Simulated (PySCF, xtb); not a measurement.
bromine monochloride (BrCl), SMILES BrCl.

GFN2-xTB run with xtb at its own geometry gives an orbital gap of 3.04 eV and a dipole moment of 3.81 D.

Coordinates come from a PBE0-D3(BJ)/def2-TZVP optimisation.

Task: What does PySCF with B3LYP/def2-TZVPD give? (Estimate from the structure and the level; the computed values follow.)

Result: gap 4.48 eV (levels -8.13 and -3.66 eV), dipole 0.45 D.
